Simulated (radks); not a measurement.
Question: Isoelectronic series with 10 electrons, all held in the configuration [Ne], which need not be the ground one along the series. Method: non-relativistic Kohn-Sham, SCAN, spin-polarised, spherical densities, point nucleus; meta-GGA in the generalised Kohn-Sham scheme; computed with a radial shooting solver on a logarithmic mesh with Libxc functionals. Total energies (hartree) and mean radii <r> (bohr):

ion,E (hartree),2p,2s
Ne,-128.95271,0.9733,0.8963
Mg2+,-199.24932,0.6813,0.6943
Si4+,-285.61568,0.5302,0.5643
S6+,-388.01551,0.4354,0.4749
Ar8+,-506.43366,0.3698,0.4099
Ca10+,-640.86365,0.3216,0.3606
Ti12+,-791.30177,0.2846,0.3219
Cr14+,-957.74540,0.2553,0.2906
Fe16+,-1140.19322,0.2315,0.2649

Estimate the row of Ni18+.

Answer: E (hartree) -1338.64411; 2p 0.2118; 2s 0.2434.
